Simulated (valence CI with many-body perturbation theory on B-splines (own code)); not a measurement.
# Ce42+: key properties

Computed by configuration interaction combined with many-body perturbation theory (CI+MBPT): six valence electrons over a frozen Dirac-Fock core [Ne], a basis of 9 s, 9 p, 8 d, 6 f, 3 g, 1 h functions for each j, with the one-electron correlation potential Σ1, the two-electron term Σ2, the three-electron term Σ3, Breit, model QED; selected CI, second order for the rest, scaled by the run's own slope (own B-spline code, finite nucleus).

No measured spectrum was set against this ion. As an estimate, large intervals hold to a few tenths of a per cent, small ones and those within an open d or f shell to about a per cent. Among the levels kept, up to 1100 cm⁻¹ of a level comes from second order outside the variational space, and about a tenth of that is noise between levels of different J, which matters for small intervals.

Levels are named by their leading jj configuration (3d3/2^4 stands for four electrons in 3d with j = 3/2), which in mixed levels can hold well under half, so a name can repeat and another be missing.

Rates and lifetimes use the calculated energies. Strong lines usually hold to 10 to 20 %, long lifetimes can be off by a factor of two.

Question: What is the ground level?

Answer: (3s^2 3p1/2^2 3p3/2^2) J=2, composition 70 % 3s2 3p4 3P + 29 % 3s2 3p4 1D, g = 1.348.

Question: What is the ionisation energy?

Answer: 3276.2 eV; NIST lists 3274 ± 4 eV (theoretical).

Question: How well does LS coupling describe the low levels?

Answer: Among the lowest 20 levels the leading LS term, summed over configurations, holds 51 % on average. For single configurations the figures are 48 % in LS and 91 % in jj coupling. Terms mix most in the J = 3 level at 1423800 cm⁻¹, where the leading one holds 28 %.

Question: Among levels below 2814200 cm⁻¹, which E1 lines absorb most strongly from the ground level?

Answer: to (3s^2 3p1/2 3p3/2^2 3d3/2) J=3 at 4.053 nm, f = 0.258; to (3s^2 3p1/2 3p3/2^2 3d3/2) J=2 at 4.023 nm, f = 0.226; to (3s^2 3p1/2 3p3/2^2 3d3/2) J=1 at 3.991 nm, f = 0.138.

Question: What are the static dipole polarisabilities of the lowest levels?

Answer: (3s^2 3p1/2^2 3p3/2^2) J=2 0.00985 (tensor 0.00011); (3s^2 3p1/2^2 3p3/2^2) J=0 0.00980 bohr³, of which the core gives 0.000136.

Question: Name the longest-lived excited levels whose lifetime is computed, and their main decay.

Answer: (3s^2 3p1/2^2 3p3/2^2) J=0 at 113780 cm⁻¹ lives 126 ms, mostly by E2 to (3s^2 3p1/2^2 3p3/2^2) J=2; (3s^2 3p1/2^2 3p3/2 3d5/2) J=4 at 1605100 cm⁻¹ lives 12.5 μs, mostly by M1 to (3s^2 3p1/2^2 3p3/2 3d3/2) J=3; (3s^2 3p1/2^2 3p3/2 3d3/2) J=3 at 1423800 cm⁻¹ lives 686 ns, mostly by E1 to (3s^2 3p1/2 3p3/2^3) J=2.

Question: Where does the other parity begin?

Answer: At (3s^2 3p1/2^2 3p3/2 3d3/2) J=2, 1375800 cm⁻¹.
